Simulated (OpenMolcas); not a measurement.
S2+: effect of the basis set

| Quantity | Value |
| --- | --- |
| Program | OpenMolcas |
| Method | RASSCF |
| Active space | 4 electrons in 9 orbitals (RAS2 3s 3p; RAS3 3d, at most 2 electrons) |
| State averaging | 2S+1 = 3 even, 6 roots; 2S+1 = 1 even, 12 roots; 2S+1 = 5 odd, 1 root; 2S+1 = 3 odd, 8 roots; 2S+1 = 1 odd, 8 roots |
| Spin-orbit coupling | RASSI with atomic mean-field integrals over the reference wave functions, term energies averaged over their components |

A. ANO-RCC-VTZP [5s4p2d1f], DKH2, point nucleus; cost roughly 25 core-seconds
B. ANO-R2 [5s4p3d1f], X2C, finite nucleus; cost roughly 22 core-seconds
C. ANO-RCC-VQZP [6s5p3d2f1g], DKH2, point nucleus; cost of the order of 40 core-seconds
D. ANO-RCC [8s7p5d4f2g], DKH2, point nucleus; cost about 40 core-seconds

Energies in cm-1 above 3s2 3p2 3P0, the measured ground level; measured values from NIST levels in Podobedova, Kelleher and Wiese, J. Phys. Chem. Ref. Data 38, 171 (2009).

```tsv
Level	A	B	C	D	Measured
3s2 3p2 3P0	0.0	0.0	0.0	0.0	0.0
3s2 3p2 3P1	262	260	257	261	299
3s2 3p2 3P2	744	739	731	742	833
3s2 3p2 1D2	13452	13635	13438	13497	11323
3s2 3p2 1S0	30304	30556	30345	30415	27161
3s 3p3 5S* 2	53628	54168	53349	53479	58672
3s 3p3 3D* 1	83286	83412	83111	82951	84019
3s 3p3 3D* 2	83301	83428	83126	82967	84047
3s 3p3 3D* 3	83337	83466	83162	83005	84099
3s 3p3 3P* 2	99329	99441	99204	99015	98745
3s 3p3 3P* 1	99358	99469	99233	99046	98766
3s 3p3 3P* 0	99366	99477	99241	99055	98772
```

Deviations, from unrounded energies. A percentage is the sum of absolute deviations over the sum of measured energies, with the sign that they share, or ± where signs differ.

```json
{"Against measurement": "mean absolute deviation (cm-1)", "Levels": "11", "A": "1300", "B": "1300", "C": "1400", "D": "1300"}
{"Against measurement": "fine structure of the ground term (%)", "Levels": "2", "A": "-11.1", "B": "-11.8", "C": "-12.7", "D": "-11.4"}
{"Against measurement": "other terms of the ground configuration (%)", "Levels": "2", "A": "+13.7", "B": "+14.8", "C": "+13.8", "D": "+14.1"}
{"Against measurement": "other configurations (%)", "Levels": "7", "A": "±1.5", "B": "±1.4", "C": "±1.6", "D": "±1.5"}
```

A, B, C, D lie about equally close to measurement. The largest miss of B in the table is 3s 3p3 5S* 2, by -4500 cm-1. The ranking rests on the paired levels alone, and a cruder setting can come out closer through cancelling errors.

Among A to D the level of the table that moves most is 3s 3p3 5S* 2, by 820 cm-1 (lowest in C, highest in B).

The run also gave levels led by 3s 3p2 3d, 3s2 3p 3d, which use shells meant for correlation; these and all levels above them are left out. Some terms mix strongly with configurations of 3d, whose occupation reaches 0.21 (3s 3p3 3D*, 3s 3p3 3P*) (figures for A; the like holds for B, C, D). Computed and measured levels are paired by configuration, term and J; levels that our copy of the source lacks, or whose pairing is in doubt (as where it misses far off the trend of its configuration), stay unpaired and out of the deviations. Levels of configurations outside the active space are missing. Levels that lie high or do not pair safely by name in every column are left out.

* marks odd parity.
